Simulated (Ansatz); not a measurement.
Compare A (`N[Si@H]1O[C@H]1Cl`) with its isomer B (`N=C(Cl)[SiH2]O`).

Calculated with Ansatz (gas phase, PBE0-D4/def2-TZVP geometries, no zero-point term in ΔE). CBS: MP2 limit from def2 TZ/QZ plus the TZ coupled-cluster correction, frozen cores. DFT in def2-TZVPP. One conformer a species, not always the lowest.

(1) Which is lower in electronic energy at CCSD(T)/CBS, and by how much? (An estimate is asked.)

(2) Give E(B) − E(A) in kcal/mol with B2PLYP, MP2/def2-TZVPP, CCSD/def2-TZVPP, BLYP-D4, CCSD(T)/def2-SVP, PBE-D4, HF/def2-TZVPP. (Best estimate.)

(3) Does the order hold for the free energy at 298.15 K (harmonic terms from PBE0-D4)? (Best estimate.)

Largest T1 diagnostic: 0.013.

Results:

(1) Ansatz gave: B, by 6.7 kcal/mol.

(2) Ansatz gave: B2PLYP -8.1, MP2/def2-TZVPP -6.3, CCSD/def2-TZVPP -7.9, BLYP-D4 -10.3, CCSD(T)/def2-SVP -14.6, PBE-D4 -6.1, HF/def2-TZVPP -11.4. None reverses the order clearly.

(3) Computed: Yes: G(B) − G(A) = -9.1 kcal/mol, for one conformer each.

From r2SCAN to r2SCAN0 (25 % exact exchange), in def2-TZVPP and without D4, E(B) − E(A) moves by +1.1 kcal/mol. At CCSD(T), def2-SVP lies −7.8 kcal/mol from the extrapolated value and def2-TZVPP −1.5 kcal/mol.
